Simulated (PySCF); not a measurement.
A geometry optimisation, step by step.

Species: CH₉Ge₂P.
SMILES with atom numbers: `[PH2:1][GeH2:2][CH2:3][GeH3:4]` (hydrogens: H5, H6 on P1; H7, H8 on Ge2; H9, H10 on C3; H11, H12, H13 on Ge4)

Computed by this run: PySCF 2.14.0, PBE0-D3(BJ)/def2-SVP geometry optimisation, gas phase; density fitting, grid level 1; the optimiser is geomeTRIC in internal coordinates, started from a GFN2-xTB structure with every atom displaced at random (about 0.01 Å). The frame can shift and turn from step to step; on so coarse a grid that alone can change the energy by a few meV, and forces under 0.02 eV/Å are noise.

Step 0: E = -123471.9648 eV, largest atomic force 1.931 eV/Å
```
atom  x, y, z in Å  |  force x, y, z in eV/Å
P1      2.399   -0.121    0.859   -0.707  -0.295   0.703
Ge2     0.893   -0.698   -0.798   -0.672  -0.315   0.021
C3     -0.962   -0.851   -0.092    1.511   0.497   1.094
Ge4    -1.642    0.862    0.538   -0.887  -0.570  -0.353
H5      1.942    1.217    0.850   -0.124   0.356   0.175
H6      3.389    0.186   -0.055    0.851   0.117  -0.737
H7      1.300   -2.044   -1.372    0.185  -0.481  -0.043
H8      0.898    0.236   -2.003    0.006   0.405  -0.145
H9     -0.943   -1.555    0.762   -0.023   0.105  -0.158
H10    -1.594   -1.258   -0.847   -0.736  -0.413  -0.936
H11    -0.908    1.398    1.709    0.749   0.305   0.814
H12    -3.092    0.706    0.989   -0.318  -0.107   0.104
H13    -1.674    1.905   -0.548    0.166   0.395  -0.540
```

Step 1: E = -123472.1262 eV, largest atomic force 0.551 eV/Å
```
atom  x, y, z in Å  |  force x, y, z in eV/Å
P1      2.587    0.445    0.783    0.188   0.131  -0.208
Ge2     1.088   -0.303   -0.834    0.055  -0.011  -0.034
C3     -0.646   -0.538    0.038   -0.351  -0.178  -0.385
Ge4    -1.484    1.089    0.723    0.146   0.233   0.143
H5      2.063    1.780    0.776    0.018  -0.086   0.004
H6      3.608    0.765   -0.181   -0.140  -0.063   0.177
H7      1.582   -1.672   -1.374   -0.017   0.162   0.059
H8      0.971    0.699   -2.011   -0.023  -0.094   0.070
H9     -0.537   -1.267    0.855    0.013  -0.028   0.035
H10    -1.331   -0.985   -0.716    0.179   0.105   0.266
H11    -0.663    1.625    1.935   -0.162  -0.071  -0.223
H12    -2.938    0.827    1.182    0.111  -0.011  -0.041
H13    -1.490    2.165   -0.395   -0.018  -0.090   0.139
```

Step 2: E = -123472.1385 eV, largest atomic force 0.150 eV/Å
```
atom  x, y, z in Å  |  force x, y, z in eV/Å
P1      2.599    0.445    0.774    0.011   0.015  -0.046
Ge2     1.085   -0.300   -0.832   -0.004   0.015   0.068
C3     -0.655   -0.541    0.034   -0.076  -0.059  -0.115
Ge4    -1.479    1.093    0.723    0.064   0.031   0.036
H5      2.076    1.775    0.770    0.007   0.001   0.013
H6      3.617    0.759   -0.181   -0.020  -0.019   0.016
H7      1.586   -1.656   -1.369    0.028  -0.007  -0.005
H8      0.958    0.691   -2.008   -0.018   0.002  -0.016
H9     -0.544   -1.269    0.853    0.006   0.016   0.016
H10    -1.340   -0.987   -0.708    0.029   0.018   0.044
H11    -0.668    1.628    1.920   -0.004   0.001  -0.018
H12    -2.923    0.822    1.185   -0.018  -0.018   0.003
H13    -1.500    2.169   -0.380   -0.005   0.005   0.002
```

Step 3: E = -123472.1396 eV, largest atomic force 0.033 eV/Å
```
atom  x, y, z in Å  |  force x, y, z in eV/Å
P1      2.597    0.447    0.770   -0.020  -0.004   0.001
Ge2     1.080   -0.300   -0.832   -0.002   0.011   0.027
C3     -0.660   -0.544    0.031   -0.006  -0.022  -0.023
Ge4    -1.472    1.094    0.725    0.002  -0.005   0.007
H5      2.077    1.779    0.771    0.007   0.006   0.003
H6      3.612    0.757   -0.186    0.010  -0.004  -0.015
H7      1.592   -1.653   -1.369    0.017  -0.005  -0.002
H8      0.946    0.687   -2.010   -0.008   0.001  -0.010
H9     -0.546   -1.269    0.852    0.001   0.013   0.011
H10    -1.347   -0.990   -0.706   -0.011   0.000  -0.009
H11    -0.654    1.627    1.916    0.017   0.006   0.012
H12    -2.914    0.821    1.195   -0.004  -0.003   0.004
H13    -1.501    2.172   -0.375   -0.003   0.007  -0.006
```

Step 4: E = -123472.1400 eV, largest atomic force 0.038 eV/Å
```
atom  x, y, z in Å  |  force x, y, z in eV/Å
P1      2.593    0.451    0.763   -0.018  -0.006   0.019
Ge2     1.074   -0.301   -0.834   -0.007   0.005  -0.008
C3     -0.666   -0.546    0.027    0.029   0.000   0.025
Ge4    -1.466    1.095    0.731   -0.020  -0.012  -0.007
H5      2.081    1.785    0.766    0.005   0.004  -0.006
H6      3.607    0.751   -0.196    0.012   0.002  -0.017
H7      1.599   -1.651   -1.368    0.003  -0.001   0.001
H8      0.934    0.682   -2.016   -0.002  -0.002  -0.001
H9     -0.550   -1.268    0.852   -0.002   0.002   0.001
H10    -1.357   -0.992   -0.705   -0.017  -0.002  -0.022
H11    -0.633    1.623    1.914    0.014   0.002   0.011
H12    -2.904    0.822    1.214    0.004   0.006   0.007
H13    -1.502    2.175   -0.367   -0.001   0.002  -0.003
```

Step 5: E = -123472.1400 eV, largest atomic force 0.044 eV/Å
```
atom  x, y, z in Å  |  force x, y, z in eV/Å
P1      2.589    0.454    0.755   -0.008   0.000   0.016
Ge2     1.068   -0.301   -0.838   -0.003  -0.001  -0.021
C3     -0.670   -0.548    0.027    0.025   0.010   0.036
Ge4    -1.461    1.095    0.739   -0.017  -0.009  -0.008
H5      2.087    1.792    0.754    0.003   0.002  -0.010
H6      3.604    0.743   -0.208    0.006   0.000  -0.009
H7      1.599   -1.650   -1.367   -0.005   0.001   0.001
H8      0.924    0.678   -2.023    0.000  -0.002   0.003
H9     -0.552   -1.267    0.852   -0.004  -0.007  -0.007
H10    -1.366   -0.991   -0.703   -0.007   0.001  -0.014
H11    -0.613    1.618    1.914    0.005   0.000   0.005
H12    -2.895    0.826    1.235    0.006   0.006   0.007
H13    -1.504    2.178   -0.357   -0.001  -0.002   0.001
```

Step 6: E = -123472.1401 eV, largest atomic force 0.042 eV/Å
```
atom  x, y, z in Å  |  force x, y, z in eV/Å
P1      2.584    0.460    0.738    0.005   0.009   0.004
Ge2     1.057   -0.301   -0.845    0.004  -0.009  -0.027
C3     -0.677   -0.548    0.028    0.009   0.020   0.036
Ge4    -1.452    1.096    0.757   -0.002  -0.002  -0.004
H5      2.100    1.805    0.721    0.000  -0.002  -0.011
H6      3.601    0.724   -0.231   -0.003  -0.003   0.005
H7      1.593   -1.650   -1.368   -0.014   0.002   0.000
H8      0.906    0.671   -2.036    0.000   0.000   0.006
H9     -0.555   -1.268    0.852   -0.005  -0.018  -0.014
H10    -1.381   -0.986   -0.698    0.006   0.006   0.000
H11    -0.579    1.610    1.918   -0.006  -0.001  -0.005
H12    -2.878    0.833    1.279    0.006   0.003   0.005
H13    -1.510    2.184   -0.334   -0.001  -0.006   0.004
```

Step 7: E = -123472.1403 eV, largest atomic force 0.028 eV/Å
```
atom  x, y, z in Å  |  force x, y, z in eV/Å
P1      2.583    0.462    0.727    0.009   0.012  -0.005
Ge2     1.051   -0.301   -0.850    0.009  -0.011  -0.017
C3     -0.680   -0.546    0.031   -0.005   0.017   0.021
Ge4    -1.447    1.097    0.768    0.009   0.003   0.002
H5      2.108    1.810    0.699   -0.001  -0.003  -0.009
H6      3.602    0.712   -0.245   -0.006  -0.005   0.010
H7      1.584   -1.653   -1.372   -0.013   0.002  -0.002
H8      0.897    0.668   -2.042   -0.002   0.001   0.005
H9     -0.555   -1.270    0.852   -0.004  -0.017  -0.013
H10    -1.388   -0.981   -0.693    0.011   0.008   0.008
H11    -0.563    1.608    1.923   -0.009   0.000  -0.009
H12    -2.869    0.836    1.302    0.004   0.000   0.004
H13    -1.513    2.186   -0.321   -0.001  -0.005   0.004
```

Task: Summarise the path.

Result: The energy falls by 4.05 kcal/mol from step 0 to step 7; nine tenths of that is first reached at step 1. It falls at every step. The largest force goes from 1.931 to 0.028 eV/Å. Among the bonds Ge4–H11 changes most, from 1.482 to 1.542 Å; the atoms move by 0.083 Å rms after alignment.

Task: Follow the three bonds and two angles with the largest change from start to end.

Result: 
| step | E above end (kcal/mol) | largest force (eV/Å) | Ge4–H11 (Å) | P1–H6 (Å) | C3–H10 (Å) | H7–Ge2–H8 (°) | C3–Ge4–H11 (°) |
| --- | --- | --- | --- | --- | --- | --- | --- |
| 0 | 4.05 | 1.931 | 1.482 | 1.382 | 1.066 | 104.1 | 113.6 |
| 1 | 0.33 | 0.551 | 1.559 | 1.441 | 1.113 | 109.2 | 109.5 |
| 2 | 0.04 | 0.150 | 1.542 | 1.431 | 1.104 | 109.0 | 110.0 |
| 3 | 0.02 | 0.033 | 1.540 | 1.428 | 1.102 | 108.9 | 110.1 |
| 4 | 0.01 | 0.038 | 1.540 | 1.428 | 1.101 | 108.9 | 110.1 |
| 5 | 0.01 | 0.044 | 1.541 | 1.428 | 1.101 | 108.8 | 109.9 |
| 6 | 0.01 | 0.042 | 1.541 | 1.429 | 1.102 | 108.8 | 109.7 |
| 7 | 0.00 | 0.028 | 1.542 | 1.430 | 1.102 | 108.8 | 109.6 |

What follows is the cost of the whole optimisation. The run took 83 s of wall time on one thread of an Arm Neoverse V1, no GPU (shared host), and the process peaked at 0.58 GiB of memory.
